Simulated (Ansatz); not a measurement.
Ansatz (a program for electronic structure) input (HF/6-31G*):

Ansatz 0.2 input:
```yaml
crystal:
  periodic: [false, false, false]
  atoms:
    - {symbol: C, position_ang: [2.76823871, 0.09954971, -0.63578158]}
    - {symbol: Si, position_ang: [1.45953489, 0.13414575, 0.52756584]}
    - {symbol: N, position_ang: [0.01405891, -0.79571496, 0.01035420]}
    - {symbol: Si, position_ang: [-1.63052762, -0.39137792, 0.12559936]}
    - {symbol: N, position_ang: [-2.18916446, 1.05107430, -0.69983685]}
    - {symbol: H, position_ang: [2.66109466, 0.42832712, -1.66380138]}
    - {symbol: H, position_ang: [3.79463281, 0.08885444, -0.28880519]}
    - {symbol: H, position_ang: [1.93729947, -0.38380752, 1.85960806]}
    - {symbol: H, position_ang: [0.67949325, 1.37380159, 0.98266621]}
    - {symbol: H, position_ang: [0.25498959, -1.59756396, -0.53793757]}
    - {symbol: H, position_ang: [-2.41306495, -1.51862319, -0.45463121]}
    - {symbol: H, position_ang: [-2.09740000, -0.18032159, 1.51785041]}
    - {symbol: H, position_ang: [-1.89172241, 1.89902871, -0.25545854]}
    - {symbol: H, position_ang: [-1.91511740, 1.10674122, -1.66273551]}
basis:
  gaussian:
    orbitals: 6-31G*
hamiltonian:
  xc: {name: HF}
total_charge: -1
phonons: {temperatures: {t_min: 298.15, t_max: 298.15, t_step: 100}}
```

Output:

```
Functional definition: HF
integrals: 0.05 GiB planned
1141 factors; integrals over basis functions are off by at most 5.8e-4 eV
mean field: 0.35 GiB planned
mean field evaluation 1: about -19856.4888 eV, gradient 3.6e1 eV
mean field evaluation 2: about -19856.5790 eV, gradient 3.6e1 eV
mean field evaluation 4: about -19860.0606 eV, gradient 3.7e0 eV
mean field evaluation 8: about -19860.1105 eV, gradient 1.6e-1 eV
mean field -19860.11064200 eV, -729.8456044269 hartree, gradient 1.3e-5 eV, S^2 0.000000; 0 other end points of the search recorded, 0 dependent functions left out
the calculation of the forces begins
reference -19860.11064200 eV, -729.8456044269 hartree; 29, 29 occupied and 72, 72 virtual orbitals, 1141 factors
these checks for a lower state are left out or cut short: stability, starts, cluster_reference, orbital_swaps, neighbouring_geometries, increment
integrals: 0.05 GiB planned
1141 factors; integrals over basis functions are off by at most 5.8e-4 eV
mean field: 0.35 GiB planned
mean field evaluation 16: about -19860.1105 eV, gradient 1.8e-4 eV
mean field -19860.11046654 eV, -729.8455979788 hartree, gradient 3.0e-6 eV, S^2 0.000000; 0 other end points of the search recorded, 0 dependent functions left out
the calculation of the forces begins
reference -19860.11046654 eV, -729.8455979788 hartree; 29, 29 occupied and 72, 72 virtual orbitals, 1141 factors
these checks for a lower state are left out or cut short: stability, starts, cluster_reference, orbital_swaps, neighbouring_geometries, increment
integrals: 0.05 GiB planned
1141 factors; integrals over basis functions are off by at most 5.8e-4 eV
mean field: 0.35 GiB planned
mean field -19860.11046996 eV, -729.8455981046 hartree, gradient 2.5e-6 eV, S^2 0.000000; 0 other end points of the search recorded, 0 dependent functions left out
the calculation of the forces begins
reference -19860.11046996 eV, -729.8455981046 hartree; 29, 29 occupied and 72, 72 virtual orbitals, 1141 factors
these checks for a lower state are left out or cut short: stability, starts, cluster_reference, orbital_swaps, neighbouring_geometries, increment
integrals: 0.05 GiB planned
1141 factors; integrals over basis functions are off by at most 5.8e-4 eV
mean field: 0.35 GiB planned
mean field -19860.11062384 eV, -729.8456037598 hartree, gradient 2.2e-6 eV, S^2 0.000000; 0 other end points of the search recorded, 0 dependent functions left out
the calculation of the forces begins
reference -19860.11062384 eV, -729.8456037598 hartree; 29, 29 occupied and 72, 72 virtual orbitals, 1141 factors
these checks for a lower state are left out or cut short: stability, starts, cluster_reference, orbital_swaps, neighbouring_geometries, increment
integrals: 0.05 GiB planned
1141 factors; integrals over basis functions are off by at most 5.8e-4 eV
mean field: 0.35 GiB planned
mean field evaluation 32: about -19860.1106 eV, gradient 1.1e-1 eV
mean field -19860.11062377 eV, -729.8456037571 hartree, gradient 2.0e-6 eV, S^2 0.000000; 0 other end points of the search recorded, 0 dependent functions left out
the calculation of the forces begins
reference -19860.11062377 eV, -729.8456037571 hartree; 29, 29 occupied and 72, 72 virtual orbitals, 1141 factors
these checks for a lower state are left out or cut short: stability, starts, cluster_reference, orbital_swaps, neighbouring_geometries, increment
integrals: 0.05 GiB planned
1141 factors; integrals over basis functions are off by at most 5.8e-4 eV
mean field: 0.35 GiB planned
mean field -19860.11048100 eV, -729.8455985103 hartree, gradient 1.3e-6 eV, S^2 0.000000; 0 other end points of the search recorded, 0 dependent functions left out
the calculation of the forces begins
reference -19860.11048100 eV, -729.8455985103 hartree; 29, 29 occupied and 72, 72 virtual orbitals, 1141 factors
these checks for a lower state are left out or cut short: stability, starts, cluster_reference, orbital_swaps, neighbouring_geometries, increment
integrals: 0.05 GiB planned
1141 factors; integrals over basis functions are off by at most 5.8e-4 eV
mean field: 0.35 GiB planned
mean field -19860.11046967 eV, -729.8455980939 hartree, gradient 1.5e-6 eV, S^2 0.000000; 0 other end points of the search recorded, 0 dependent functions left out
the calculation of the forces begins
reference -19860.11046967 eV, -729.8455980939 hartree; 29, 29 occupied and 72, 72 virtual orbitals, 1141 factors
these checks for a lower state are left out or cut short: stability, starts, cluster_reference, orbital_swaps, neighbouring_geometries, increment
integrals: 0.05 GiB planned
1141 factors; integrals over basis functions are off by at most 5.8e-4 eV
mean field: 0.35 GiB planned
mean field -19860.11051413 eV, -729.8455997281 hartree, gradient 3.8e-6 eV, S^2 0.000000; 0 other end points of the search recorded, 0 dependent functions left out
[...]
mean field evaluation 448: about -19860.1106 eV, gradient 1.1e-4 eV
mean field -19860.11062469 eV, -729.8456037907 hartree, gradient 2.3e-6 eV, S^2 0.000000; 0 other end points of the search recorded, 0 dependent functions left out
the calculation of the forces begins
reference -19860.11062469 eV, -729.8456037907 hartree; 29, 29 occupied and 72, 72 virtual orbitals, 1141 factors
these checks for a lower state are left out or cut short: stability, starts, cluster_reference, orbital_swaps, neighbouring_geometries, increment
integrals: 0.05 GiB planned
1141 factors; integrals over basis functions are off by at most 5.8e-4 eV
mean field: 0.35 GiB planned
mean field -19860.11062804 eV, -729.8456039139 hartree, gradient 2.5e-6 eV, S^2 0.000000; 0 other end points of the search recorded, 0 dependent functions left out
the calculation of the forces begins
reference -19860.11062804 eV, -729.8456039139 hartree; 29, 29 occupied and 72, 72 virtual orbitals, 1141 factors
these checks for a lower state are left out or cut short: stability, starts, cluster_reference, orbital_swaps, neighbouring_geometries, increment
integrals: 0.05 GiB planned
1141 factors; integrals over basis functions are off by at most 5.8e-4 eV
mean field: 0.35 GiB planned
mean field -19860.11052420 eV, -729.8456000979 hartree, gradient 1.8e-6 eV, S^2 0.000000; 0 other end points of the search recorded, 0 dependent functions left out
the calculation of the forces begins
reference -19860.11052420 eV, -729.8456000979 hartree; 29, 29 occupied and 72, 72 virtual orbitals, 1141 factors
these checks for a lower state are left out or cut short: stability, starts, cluster_reference, orbital_swaps, neighbouring_geometries, increment
integrals: 0.05 GiB planned
1141 factors; integrals over basis functions are off by at most 5.8e-4 eV
mean field: 0.35 GiB planned
mean field -19860.11052817 eV, -729.8456002439 hartree, gradient 1.9e-6 eV, S^2 0.000000; 0 other end points of the search recorded, 0 dependent functions left out
the calculation of the forces begins
reference -19860.11052817 eV, -729.8456002439 hartree; 29, 29 occupied and 72, 72 virtual orbitals, 1141 factors
these checks for a lower state are left out or cut short: stability, starts, cluster_reference, orbital_swaps, neighbouring_geometries, increment
integrals: 0.05 GiB planned
1141 factors; integrals over basis functions are off by at most 5.8e-4 eV
mean field: 0.35 GiB planned
mean field -19860.11059097 eV, -729.8456025516 hartree, gradient 2.5e-6 eV, S^2 0.000000; 0 other end points of the search recorded, 0 dependent functions left out
the calculation of the forces begins
reference -19860.11059097 eV, -729.8456025516 hartree; 29, 29 occupied and 72, 72 virtual orbitals, 1141 factors
these checks for a lower state are left out or cut short: stability, starts, cluster_reference, orbital_swaps, neighbouring_geometries, increment
integrals: 0.05 GiB planned
1141 factors; integrals over basis functions are off by at most 5.8e-4 eV
mean field: 0.35 GiB planned
mean field evaluation 480: about -19860.1106 eV, gradient 2.6e-6 eV
mean field -19860.11059827 eV, -729.8456028201 hartree, gradient 2.6e-6 eV, S^2 0.000000; 0 other end points of the search recorded, 0 dependent functions left out
the calculation of the forces begins
reference -19860.11059827 eV, -729.8456028201 hartree; 29, 29 occupied and 72, 72 virtual orbitals, 1141 factors
these checks for a lower state are left out or cut short: stability, starts, cluster_reference, orbital_swaps, neighbouring_geometries, increment
integrals: 0.05 GiB planned
1141 factors; integrals over basis functions are off by at most 5.8e-4 eV
mean field: 0.35 GiB planned
mean field -19860.11062787 eV, -729.8456039076 hartree, gradient 1.9e-6 eV, S^2 0.000000; 0 other end points of the search recorded, 0 dependent functions left out
the calculation of the forces begins
reference -19860.11062787 eV, -729.8456039076 hartree; 29, 29 occupied and 72, 72 virtual orbitals, 1141 factors
these checks for a lower state are left out or cut short: stability, starts, cluster_reference, orbital_swaps, neighbouring_geometries, increment
integrals: 0.05 GiB planned
1141 factors; integrals over basis functions are off by at most 5.8e-4 eV
mean field: 0.35 GiB planned
mean field -19860.11062820 eV, -729.8456039201 hartree, gradient 2.4e-6 eV, S^2 0.000000; 0 other end points of the search recorded, 0 dependent functions left out
the calculation of the forces begins
reference -19860.11062820 eV, -729.8456039201 hartree; 29, 29 occupied and 72, 72 virtual orbitals, 1141 factors
these checks for a lower state are left out or cut short: stability, starts, cluster_reference, orbital_swaps, neighbouring_geometries, increment
integrals: 0.05 GiB planned
1141 factors; integrals over basis functions are off by at most 5.8e-4 eV
mean field: 0.35 GiB planned
mean field -19860.11062129 eV, -729.8456036658 hartree, gradient 1.5e-6 eV, S^2 0.000000; 0 other end points of the search recorded, 0 dependent functions left out
the calculation of the forces begins
reference -19860.11062129 eV, -729.8456036658 hartree; 29, 29 occupied and 72, 72 virtual orbitals, 1141 factors
these checks for a lower state are left out or cut short: stability, starts, cluster_reference, orbital_swaps, neighbouring_geometries, increment
integrals: 0.05 GiB planned
1141 factors; integrals over basis functions are off by at most 5.8e-4 eV
mean field: 0.35 GiB planned
mean field -19860.11062349 eV, -729.8456037469 hartree, gradient 1.6e-6 eV, S^2 0.000000; 0 other end points of the search recorded, 0 dependent functions left out
the calculation of the forces begins
reference -19860.11062349 eV, -729.8456037469 hartree; 29, 29 occupied and 72, 72 virtual orbitals, 1141 factors
these checks for a lower state are left out or cut short: stability, starts, cluster_reference, orbital_swaps, neighbouring_geometries, increment
integrals: 0.05 GiB planned
1141 factors; integrals over basis functions are off by at most 5.8e-4 eV
mean field: 0.35 GiB planned
mean field -19860.11049959 eV, -729.8455991936 hartree, gradient 2.1e-6 eV, S^2 0.000000; 0 other end points of the search recorded, 0 dependent functions left out
the calculation of the forces begins
reference -19860.11049959 eV, -729.8455991936 hartree; 29, 29 occupied and 72, 72 virtual orbitals, 1141 factors
these checks for a lower state are left out or cut short: stability, starts, cluster_reference, orbital_swaps, neighbouring_geometries, increment
integrals: 0.05 GiB planned
1141 factors; integrals over basis functions are off by at most 5.8e-4 eV
mean field: 0.35 GiB planned
mean field evaluation 512: about -19860.1105 eV, gradient 1.2e-1 eV
mean field -19860.11049559 eV, -729.8455990465 hartree, gradient 2.0e-6 eV, S^2 0.000000; 0 other end points of the search recorded, 0 dependent functions left out
the calculation of the forces begins
reference -19860.11049559 eV, -729.8455990465 hartree; 29, 29 occupied and 72, 72 virtual orbitals, 1141 factors
Total energy: -19860.11064200 eV, -729.8456044269 hartree
Atom 0 at     2.768239     0.099550    -0.635782 Å, force    -0.000534    -0.000008     0.002083 eV/Å
Atom 1 at     1.459535     0.134146     0.527566 Å, force     0.001392     0.000938    -0.001821 eV/Å
Atom 2 at     0.014059    -0.795715     0.010354 Å, force    -0.000545    -0.002154    -0.000798 eV/Å
Atom 3 at    -1.630528    -0.391378     0.125599 Å, force    -0.001010    -0.000046    -0.000110 eV/Å
Atom 4 at    -2.189164     1.051074    -0.699837 Å, force     0.000761     0.001803     0.000928 eV/Å
Atom 5 at     2.661095     0.428327    -1.663801 Å, force     0.000382     0.000078     0.000123 eV/Å
Atom 6 at     3.794633     0.088854    -0.288805 Å, force    -0.000060    -0.000034    -0.001060 eV/Å
Atom 7 at     1.937299    -0.383808     1.859608 Å, force    -0.000093    -0.000346     0.000364 eV/Å
Atom 8 at     0.679493     1.373802     0.982666 Å, force    -0.000045     0.000111     0.000051 eV/Å
Atom 9 at     0.254990    -1.597564    -0.537938 Å, force     0.000474     0.001160     0.000877 eV/Å
Atom 10 at    -2.413065    -1.518623    -0.454631 Å, force    -0.000145     0.000046    -0.000047 eV/Å
Atom 11 at    -2.097400    -0.180322     1.517850 Å, force     0.000101    -0.000149    -0.000220 eV/Å
Atom 12 at    -1.891722     1.899029    -0.255459 Å, force    -0.000640    -0.000964    -0.001450 eV/Å
Atom 13 at    -1.915117     1.106741    -1.662736 Å, force    -0.000038    -0.000436     0.001082 eV/Å
Dipole moment:    -1.182255    -0.003913    -0.227736 e Å
Vibrations: 50.40 91.61 148.71 179.56 224.44 314.42 362.21 432.89 476.77 561.50 614.97 690.12 708.57 780.74 827.84 867.91 917.04 937.61 986.09 1016.93 1035.97 1061.31 1072.63 1109.43 1291.60 1530.60 1775.50 1998.07 2178.82 2279.15 2323.77 3220.59 3275.42 3731.09 3796.10 3814.11 cm⁻¹, zero-point energy 2.894069 eV
```

The blocks after the first are displaced geometries, from whose forces the wavenumbers follow.

The dipole moment of an ion depends on the origin.
